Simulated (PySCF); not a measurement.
# Dipole moment and polarisability of `CO[C](=O)[GeH3]`

Compound: C2H6GeO2.
Atom-mapped SMILES: `[CH3:1][O:2][C:3](=[O:4])[GeH3:5]` (hydrogens: H6, H7, H8 on C1; H9, H10, H11 on Ge5)

Structure used (PBE0-D3(BJ)/def2-SVP), in Å, numbered top down from 1:
```xyz
11
C2H6GeO2 angstrom
C      2.0898   -0.1318    0.4078
O      0.7056   -0.1815    0.7298
C     -0.1399   -0.1772   -0.3081
O      0.2142   -0.1332   -1.4547
Ge    -2.0357   -0.3029    0.2881
H      2.3289    0.7904   -0.1420
H      2.3769   -0.9911   -0.2158
H      2.6282   -0.1559    1.3620
H     -2.8976    0.4134   -0.7591
H     -2.4019   -1.7949    0.3380
H     -2.2153    0.3269    1.6769
```

Level: CAM-B3LYP/def2-SVPD (PySCF), static field, nuclei fixed, core orbitals frozen in the response. The polarisability tensor in these axes (au):

```
x   77.94  1.23 -0.55
y    1.23 53.20 -0.41
z   -0.55 -0.41 62.61
```

Task: Diagonalise the tensor; give its mean and Δα, where Δα² is half the sum of the squared differences of the eigenvalues.

Result: Principal values 53.13, 62.60 and 78.03 au; mean 64.58 au = 9.57 Å³ = 10.65 × 10⁻⁴⁰ C²·m²/J; Δα = 21.77 au (34 % of the mean).

Task: What is the dipole moment, and where does it point?

Result: (0.49, -0.03, 1.76) D, 1.83 D in size, pointing from the negative to the positive side. Measured along this direction, the outermost atoms are H9 at the negative end and H8 at the positive end.

Task: Directions of the eigenvectors, and the extent of the frame along each?

Result: Largest value along (1.00, 0.05, -0.04), where the nuclei span 5.41 Å; middle along (0.04, -0.04, 1.00), 3.02 Å; least along (-0.05, 1.00, 0.04), 2.33 Å. The response follows the extents in order.

Task: Estimate the molar refractivity from the static electronic polarisability.

Result: Lorentz–Lorenz: R = (4π/3)N_A α = 2.5225 cm³/(mol·Å³) × 9.57 Å³ = 24.1 cm³/mol, in the limit of long wavelengths.

Task: In TDDFT the mean static polarisability is Σ f/ω² over all singlet excitations (ω in hartree). How much of it do the 6 lowest give? Their energies (eV) and oscillator strengths: 5.27, 0.0041; 7.25, 0.0233; 7.75, 0.0911; 7.93, 0.1764; 7.96, 0.0336; 8.18, 0.0257.

Result: They add up to 4.31 au, 6.7 % of the 64.58 au; the largest single term is 2.08 au, from the state at 7.93 eV. Terms in order: 0.11, 0.33, 1.12, 2.08, 0.39, 0.28 au. Higher excitations give the rest. The strengths listed sum to 0.354.

Task: Find the Langevin capture rate constant for NH4+ (18.034 u) meeting this molecule (135.958 u), k = 2.342 × 10⁻⁹ cm³/s × √(α in Å³ / reduced mass in u).

Result: The reduced mass is 15.92 u, so k = 1.82 × 10⁻⁹ cm³/s. The formula leaves out the permanent dipole, which adds to the capture rate.

Task: In a dilute gas of rigid molecules at 298 K, how does the orientational term μ²/3kT compare with the electronic polarisability?

Result: In Gaussian units μ²/3kT = 27.06 Å³ against 9.57 Å³, a ratio of 2.83; the Debye molar polarisation (4π/3)N_A(α + μ²/3kT) is 92.4 cm³/mol, leaving out the vibrational part.

Isolated species at its PBE0-D3(BJ)/def2-SVP geometry (one conformer only). The calculation is non-relativistic, for germanium too.

These values come from a run that also computed excited states. Hardware: one thread, Arm Neoverse V1 (aarch64) (shared host). Cost: 27 s, 0.78 GiB resident at most.
